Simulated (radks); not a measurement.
Results of a calculation; reference values are marked as such.
Question: The zirconium ion Zr2+, configuration [Ar] 3d10 4s2 4p4 4d4 (not the ground configuration). Level of theory: scalar-relativistic Kohn-Sham, XLYP, spin-polarised, spherical densities, finite nucleus; open shells are filled with parallel spins first (spin-orbit coupling, left out, can overturn this in heavy ions); Fermi nuclear charge, rms radius 4.2694 fm (a radial shooting solver on a logarithmic mesh with Libxc functionals). Some entries of the table are withheld. Estimate them.

orbital  occ.  eigenvalue (eV)  <r^2> (bohr^2)  <r> (bohr)
1s up       1        -17852.51        0.001852     0.03706
1s down     1        -17852.22        0.001852     0.03706
2s up       1        -2491.232         0.03116      0.1626
2s down     1        -2490.648         0.03116      0.1626
2p up       3        -2224.232         0.02454      0.1417
2p down     3        -2223.646         0.02453      0.1417
3s up       1        -425.0491          0.2410      0.4584
3s down     1        -424.4703          0.2409      0.4584
3p up       3        -338.0638          0.2488      0.4620
3p down     3        -337.4203          0.2485      0.4618
3d up       5        -195.1721          0.2476      0.4524
3d down     5        -194.3650          0.2464      0.4516
4s up       1         -74.2775           1.623       1.198
4s down     1         -69.8846           1.619       1.194
4p up       3         -51.7740           2.037       1.335
4p down     1         -47.2989           2.071       1.343
4d up       4         -20.6765             (1)         (2)
5s up       0         -17.4064           10.39       3.043
4d down     0         -17.0893             (3)         (4)
5p up       0         -12.6020           14.79       3.627

Answer: 
(1) 4d up <r^2> (bohr^2): 4.061
(2) 4d up <r> (bohr): 1.855
(3) 4d down <r^2> (bohr^2): 4.775
(4) 4d down <r> (bohr): 2.000
